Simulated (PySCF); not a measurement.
**Löwdin shares of the frontier orbitals**

CH8F2SSi3.
Structure used (GFN2-xTB), in Å, numbered top down from 1:
```xyz
15
CH8F2SSi3 angstrom
F     -2.6799   -1.1667    1.2353
C     -3.0429   -0.7387   -0.0308
Si    -1.8046    0.6137   -0.6101
Si     0.2999   -0.1806   -0.0939
F      0.7508   -1.2931   -1.1851
S      1.6825    1.4591   -0.3034
Si     3.6080    0.5076   -0.2911
H     -3.0406   -1.6295   -0.6634
H     -4.0697   -0.3775    0.0496
H     -2.1044    0.8186   -2.0348
H     -2.1395    1.8452    0.1117
H      0.6090   -0.8837    1.1418
H      3.7285   -0.2252    0.9637
H      3.6854   -0.3810   -1.4407
H      4.5130    1.6398   -0.3763
```

The calculation used TDDFT CAM-B3LYP/def2-SVPD, vertical, gas phase, core orbitals frozen in the response (PySCF 2.14.0, density-fitted response routines).

Frontier orbitals with the atoms that hold most of them (Löwdin shares over 4%, at most four atoms; ? is withheld):

```tsv
orbital	ε (eV)	atoms
HOMO-3	-10.60	Si3 24%, F1 22%, C2 17%, Si4 8%
HOMO-2	-10.02	S6 61%, Si7 11%, Si4 10%, H12 5%
HOMO-1	-9.94	?
HOMO	-8.79	S6 69%, Si7 9%, Si4 9%
LUMO	0.09	?
LUMO+1	0.18	Si3 21%, Si4 18%, S6 11%, Si7 10%
LUMO+2	0.94	Si7 19%, Si3 19%, S6 14%, C2 6%
```

Question: Which atoms hold the LUMO, and with what shares?

Answer: Si4 (bonded to F, S, Si and H) 31%; Si3 (bonded to C, Si and 2 H) 23%; S6 (bonded to 2 Si) 11%; H12 (bonded to Si) 7%. By element: silicon 53% or more, sulfur 11%, hydrogen 7% or more.

Question: Which atoms hold the HOMO-1, and with what shares?

Answer: Si3 (bonded to C, Si and 2 H) 21%; C2 (bonded to F, Si and 2 H) 18%; Si4 (bonded to F, S, Si and H) 17%; S6 (bonded to 2 Si) 15%. By element: silicon 38% or more, carbon 18%, sulfur 15%.

Question: How does S1 compare with the orbital gap of 8.88 eV?

Answer: S1 is at 5.76 eV (f = 0.012), 3.11 eV below the gap, made of HOMO→LUMO (80%), HOMO→LUMO+1 (13%). Without the coupling terms of the response equations the lowest excitation would equal the gap.

Question: Give energy, strength and leading configuration of S1, S2, S4, S5 and S8, and follow the Löwdin shares of the leading atoms from the occupied to the empty orbital.

Answer: 
- S1 (5.76 eV, f 0.012), HOMO→LUMO (80%): S6 69% → 11%, Si7 9% → at most 8%, Si4 9% → 31%, Si3 at most 4% → 23%
- S2 (5.93 eV, f 0.018), HOMO→LUMO+1 (75%): S6 69% → 11%, Si7 9% → 10%, Si3 at most 4% → 21%, Si4 9% → 18%
- S4 (6.73 eV, f 0.059), HOMO-1→LUMO (86%): Si3 21% → 23%, C2 18% → at most 8%, Si4 17% → 31%
- S5 (6.90 eV, f 0.0081), HOMO-2→LUMO (86%): S6 61% → 11%, Si7 11% → at most 8%, Si4 10% → 31%, Si3 at most 6% → 23%
- S8 (7.20 eV, f 0.067), HOMO-2→LUMO+1 (70%): S6 61% → 11%, Si7 11% → 10%, Si3 at most 6% → 21%, Si4 10% → 18%

Löwdin shares depend on the basis, the more so with diffuse functions.

One conformer stands for the species.
